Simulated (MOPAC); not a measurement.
Input file for MOPAC: PM7 on CH4BN (a complex).

```
PM7 1SCF PRECISE CHARGE=0 THREADS=1
CH4BN

B     -0.09690052 1     0.04823511 1     0.76958152 1
H      0.66586511 1     0.92707271 1     0.45072728 1
H      0.20388965 1    -1.03112788 1     0.32200633 1
H     -1.25567332 1     0.33332979 1     0.59124895 1
C      0.17116442 1    -0.18985582 1     3.42872352 1
N      0.05719216 1    -0.08862177 1     2.29809365 1
H      0.27761362 1    -0.28439415 1     4.48475215 1
```

Program output:

```
*******************************************************************************
 **                                                                           **
 **                              MOPAC v23.2.5                                **
 **                                                                           **
 *******************************************************************************
 ** MOPAC's Digital Object Identifier: https://doi.org/10.5281/zenodo.6511958 **
 **                                                                           **
 ** Please cite the open-source release paper for use of this MOPAC version:  **
 ** J. E. Moussa and J. J. P. Stewart (2026)                                  **
 ** MOPAC: An open-source semiempirical molecular orbital program             **
 ** J. Open Source Softw., 11(119), 8025, https://doi.org/10.21105/joss.08025 **
 *******************************************************************************

                              PM7 CALCULATION RESULTS

 *******************************************************************************
 *  PM7        - The PM7 Hamiltonian to be used
 *
 *
 *
 *                 CHARGE ON SYSTEM = 0
 *
 *
 *
 *  PRECISE    - TIGHTER CRITERIA TO BE USED
 *  1SCF       - DO 1 SCF AND THEN STOP
 *  THREADS=1  - MULTI-THREADING NOT USED
 *  T=         - A TIME OF 172800.0 SECONDS REQUESTED
 *  DUMP=N     - RESTART FILE WRITTEN EVERY 7200.0 SECONDS REQUESTED
 *******************************************************************************
PM7 1SCF PRECISE CHARGE=0 THREADS=1
 CH4BN

   ATOM   CHEMICAL          X               Y               Z
  NUMBER   SYMBOL      (ANGSTROMS)     (ANGSTROMS)     (ANGSTROMS)

     1       B         -0.09690052  *   0.04823511  *   0.76958152  *
     2       H          0.66586511  *   0.92707271  *   0.45072728  *
     3       H          0.20388965  *  -1.03112788  *   0.32200633  *
     4       H         -1.25567332  *   0.33332979  *   0.59124895  *
     5       C          0.17116442  *  -0.18985582  *   3.42872352  *
     6       N          0.05719216  *  -0.08862177  *   2.29809365  *
     7       H          0.27761362  *  -0.28439415  *   4.48475215  *



          CARTESIAN COORDINATES

    NO.       ATOM           X           Y           Z

     1         B         -0.0969      0.0482      0.7696
     2         H          0.6659      0.9271      0.4507
     3         H          0.2039     -1.0311      0.3220
     4         H         -1.2557      0.3333      0.5912
     5         C          0.1712     -0.1899      3.4287
     6         N          0.0572     -0.0886      2.2981
     7         H          0.2776     -0.2844      4.4848

 General Reference for PM7:
 "Optimization of Parameters for Semiempirical Methods VI: More Modifications to the
 NDDO Approximations and Re-optimization of Parameters", J. J. P. Stewart, J. Mol. Mod., 1:32, 19 (2013)
 https://link.springer.com/article/10.1007/s00894-012-1667-x

           Empirical Formula: C H4 N B  =     7 atoms



      MOLECULAR POINT GROUP   :   C3v


      RHF CALCULATION, NO. OF DOUBLY OCCUPIED LEVELS = 8


 -------------------------------------------------------------------------------
 PM7 1SCF PRECISE CHARGE=0 THREADS=1
 CH4BN



     1SCF WAS SPECIFIED, SO BFGS WAS NOT USED
     SCF FIELD WAS ACHIEVED


                              PM7 CALCULATION
                                                       MOPAC v23.2.5 Linux




          FINAL HEAT OF FORMATION =         12.23453 KCAL/MOL =      51.18927 KJ/MOL


          COSMO AREA              =         89.75 SQUARE ANGSTROMS
          COSMO VOLUME            =         70.02 CUBIC ANGSTROMS

          IONIZATION POTENTIAL    =         10.929402 EV
          HOMO LUMO ENERGIES (EV) =        -10.929 -0.185
          NO. OF FILLED LEVELS    =          8
          MOLECULAR WEIGHT        =         40.8593         POINT GROUP:  C3v

          MOLECULAR DIMENSIONS (Angstroms)

            Atom       Atom       Distance
            H     7    H     4     4.22988
            H     2    H     3     2.01607
            H     3    H     7     1.67856


          SCF CALCULATIONS        =          1





   ATOM   CHEMICAL          X               Y               Z
  NUMBER   SYMBOL      (ANGSTROMS)     (ANGSTROMS)     (ANGSTROMS)

     1       B         -0.09690052  *   0.04823511  *   0.76958152  *
     2       H          0.66586511  *   0.92707271  *   0.45072728  *
     3       H          0.20388965  *  -1.03112788  *   0.32200633  *
     4       H         -1.25567332  *   0.33332979  *   0.59124895  *
     5       C          0.17116442  *  -0.18985582  *   3.42872352  *
     6       N          0.05719216  *  -0.08862177  *   2.29809365  *
     7       H          0.27761362  *  -0.28439415  *   4.48475215  *

                             CARTESIAN COORDINATES

   1    B       -0.096900520     0.048235110     0.769581520
   2    H        0.665865110     0.927072710     0.450727280
   3    H        0.203889650    -1.031127880     0.322006330
   4    H       -1.255673320     0.333329790     0.591248950
   5    C        0.171164420    -0.189855820     3.428723520
   6    N        0.057192160    -0.088621770     2.298093650
   7    H        0.277613620    -0.284394150     4.484752150


           Empirical Formula: C H4 N B  =     7 atoms



      MOLECULAR POINT GROUP   :   C3v


                  EIGENVALUES
 -37.60577 -22.95473 -18.50581 -15.93627 -15.93626 -13.37380 -10.92942 -10.92940
  -0.18492  -0.18491   1.29195   3.55431   4.24119   4.24121   4.86016   8.79730


              NET ATOMIC CHARGES AND DIPOLE CONTRIBUTIONS

  ATOM NO.   TYPE          CHARGE      No. of ELECS.   s-Pop       p-Pop
    1          B          -0.497534        3.4975     0.63467     2.86286
    2          H           0.067674        0.9323     0.93233
    3          H           0.067674        0.9323     0.93233
    4          H           0.067674        0.9323     0.93233
    5          C          -0.012138        4.0121     1.12981     2.88233
    6          N           0.050543        4.9495     1.58967     3.35979
    7          H           0.256107        0.7439     0.74389
 DIPOLE           X         Y         Z       TOTAL
 POINT-CHG.     0.452    -0.401     4.479     4.520
 HYBRID         0.061    -0.054     0.608     0.613
 SUM            0.513    -0.455     5.087     5.133


          ATOMIC ORBITAL ELECTRON POPULATIONS

     Atom    s        px        py        pz
    1  B   0.63467   1.16498   1.16635   0.53153
    2  H   0.93233
    3  H   0.93233
    4  H   0.93233
    5  C   1.12981   0.95746   0.95744   0.96743
    6  N   1.58967   1.09484   1.09467   1.17028
    7  H   0.74389

 **********************
 *                    *
 * JOB ENDED NORMALLY *
 *                    *
 **********************




 == MOPAC DONE ==
```

The run finished.

Cost: roughly 0.03 core-seconds.
